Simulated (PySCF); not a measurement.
C2H6F3NSi (charge +1 and doublet state).
Z-matrix (Å and degrees, GFN2-xTB geometry), rows numbered from 1:
```
C 
Si  1  1.8881
N   2  1.6997  1  116.40
C   2  2.1683  1   95.21  3  -100.69
F   4  1.3097  2  107.60  1   -59.80
F   4  1.3086  2  106.64  1  -179.49
F   4  1.3109  2  108.11  1    60.52
H   1  1.0900  2  109.51  3   -79.28
H   1  1.0924  2  112.14  3    40.35
H   1  1.0912  2  111.81  3   161.59
H   2  1.4516  1  127.23  3   151.68
H   3  1.0135  2  124.87  1   -17.22
H   3  1.0132  2  124.27  1   157.45
```

The hyperfine couplings belong to this conformer and change with its torsions.

The species is `C[Si@H]([NH2+])C(F)(F)F` [radical] (charge +1).

Method: UKS B3LYP, pcH-1 on C F H N Si, non-relativistic, mean-field spin-orbit, GIAO (PySCF). Isolated species at its GFN2-xTB geometry (one conformer only). Couplings are sensitive to structure, and on GFN2-xTB geometries they can be far from those on DFT ones, by a factor of two or more for some ions and for spin on atoms past the first row. No stability test was run, so a lower SCF solution isn't excluded.

Question: What is the g tensor, term by term?

Answer: 
| Δg (ppt) | 1 | 2 | 3 |
| --- | --- | --- | --- |
| relativistic mass correction | -0.28 | -0.28 | -0.28 |
| gauge correction | 0.01 | 0.12 | 0.13 |
| orbital Zeeman/spin–orbit | 0.07 | 4.65 | 6.35 |
| total | -0.19 | 4.49 | 6.20 |

So g = 2.00213, 2.00681, 2.00852 and g_iso = 2.00582; the tensor is rhombic: the two nearest values differ by 27 % of g3 − g1. Axes: g1 points within 5° of the Si2–C4 bond and g2 points within 15° of the Si2–N3 bond.

Question: Average each term over the three axes. Which is largest in size?

Answer: The orbital-Zeeman/spin–orbit term 3.69, the mass correction -0.28 and the gauge correction 0.09 ppt, for a total of 3.50 ppt. The orbital-Zeeman/spin–orbit term is the largest in size. The mass correction is the same along every axis, so the anisotropy comes from the other two: their spans along these axes are 0.11 (gauge) and 6.28 ppt (orbital Zeeman/spin–orbit).

Question: What are the electron Larmor frequencies g μB B/h along the three axes at 350 mT?

Answer: 9.8078, 9.8307, 9.8391 GHz for g1, g2 and g3, a range of 31.3 MHz.

Question: At 9.542 GHz, how far is the centre of the isotropic spectrum from where a free electron (g = 2.002319) resonates?

Answer: B = hν/(g μB) with μB/h = 13.99624 MHz/mT gives 340.48 mT for the free electron and 339.89 mT at g_iso, 0.59 mT lower.

Question: In a frozen sample, at which fields do the three g values resonate at 9.5, 34, 94 and 263 GHz (hyperfine left aside), and which band first spreads them over more than twice a line width of 0.5 mT?

Answer: 
| band | GHz | B(g3) mT | B(g2) mT | B(g1) mT | spread mT |
| --- | --- | --- | --- | --- | --- |
| X | 9.5 | 337.94 | 338.22 | 339.02 | 1.08 |
| Q | 34.0 | 1209.46 | 1210.49 | 1213.32 | 3.86 |
| W | 94.0 | 3343.81 | 3346.64 | 3354.48 | 10.67 |
| J | 263.0 | 9355.54 | 9363.48 | 9385.40 | 29.86 |

The spread grows in proportion to the frequency. X band is the first where it exceeds 1.0 mT.

The Mulliken spin populations are largest on C4 (+0.38), N3 (+0.38), F5 (+0.07) and C1 (+0.07).

The HOMO–LUMO gaps are 8.18 eV among the α and 3.13 eV among the β orbitals.
